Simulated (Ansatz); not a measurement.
Input file for Ansatz (a first-principles code): U-wB97M-V/def2-TZVPP on O2 (SMILES O=O).

Ansatz 0.2 input:
```yaml
crystal:
  periodic: [false, false, false]
  atoms:
    - {symbol: O, position_ang: [0.00000000, -0.00000000, 0.60215214]}
    - {symbol: O, position_ang: [-0.00000000, 0.00000000, -0.60215214]}
basis:
  gaussian:
    orbitals: def2-TZVPP
hamiltonian:
  xc: {name: wB97M-V}
magnetization: {spin_polarized: true, initial_magnetization: 2}
```

Output:

```
WARN ansatz: RAYON_NUM_THREADS=1 ignored (pool sized by the plan → 1); use --threads N
Functional definition: wB97M-V
integrals: 0.01 GiB planned
302 factors; their error is unknown
integrals: 0.04 GiB planned
54 factors; integrals over basis functions are off by at most 1.1e-4 eV
mean field: 0.19 GiB planned
mean field evaluation 1: about -4090.8272 eV, gradient 1.1e1 eV
mean field evaluation 2: about -4091.2062 eV, gradient 3.6e0 eV
mean field evaluation 4: about -4091.2353 eV, gradient 1.5e-1 eV
mean field evaluation 8: about -4091.2474 eV, gradient 9.3e-4 eV
mean field -4091.24738186 eV, -150.3505681362 hartree, gradient 2.5e-6 eV, S^2 2.007885; 0 other end points of the search recorded, 0 dependent functions left out
reference -4091.24739746 eV, -150.3505687097 hartree; 9, 7 occupied and 53, 55 virtual orbitals, 302 factors
Total energy: -4091.24739746 eV, -150.3505687097 hartree
```

Self-consistency was reached.

Cost: roughly 1.3 core-seconds.
